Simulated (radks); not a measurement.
Charge is removed step by step from the 3d down level of Br+, starting from [Ar] 3d(up 5, down 5) 4s2 4p4. All-electron calculation, scalar-relativistic Kohn-Sham, LDA (Slater exchange, Perdew-Wang correlation), spin-polarised, spherical densities, finite nucleus; open shells are filled with parallel spins first; Fermi nuclear charge, rms radius 4.1629 fm. Program: a radial shooting solver on a logarithmic mesh with Libxc functionals.

[
 {"removed (e)": "0", "E - E(0) (eV)": "0.000", "eigenvalue (eV)": "-77.960", "E minus straight line (eV)": "0.000"},
 {"removed (e)": "0.125", "E - E(0) (eV)": "9.930", "eigenvalue (eV)": "-80.974", "E minus straight line (eV)": "-1.366"},
 {"removed (e)": "0.25", "E - E(0) (eV)": "20.240", "eigenvalue (eV)": "-84.033", "E minus straight line (eV)": "-2.352"},
 {"removed (e)": "0.375", "E - E(0) (eV)": "30.935", "eigenvalue (eV)": "-87.135", "E minus straight line (eV)": "-2.953"},
 {"removed (e)": "0.5", "E - E(0) (eV)": "42.020", "eigenvalue (eV)": "-90.281", "E minus straight line (eV)": "-3.164"},
 {"removed (e)": "0.625", "E - E(0) (eV)": "53.500", "eigenvalue (eV)": "-93.467", "E minus straight line (eV)": "-2.979"},
 {"removed (e)": "0.75", "E - E(0) (eV)": "65.382", "eigenvalue (eV)": "-96.695", "E minus straight line (eV)": "-2.394"},
 {"removed (e)": "0.875", "E - E(0) (eV)": "77.669", "eigenvalue (eV)": "-99.962", "E minus straight line (eV)": "-1.402"},
 {"removed (e)": "1", "E - E(0) (eV)": "90.367", "eigenvalue (eV)": "-103.27", "E minus straight line (eV)": "0.000"}
]

Removing the whole electron costs 90.367 eV by Delta-SCF, against 77.960 eV from minus the eigenvalue at the starting occupation. Slater's transition state (half an electron removed) gives 90.281 eV. Integrating minus the eigenvalue over the occupation (Janak's theorem) gives 90.392 eV. In this scalar-relativistic scheme the density is built from large components alone, so the theorem holds only approximately. The mean slope of the eigenvalue, de/dn, is 25.3 eV per electron.
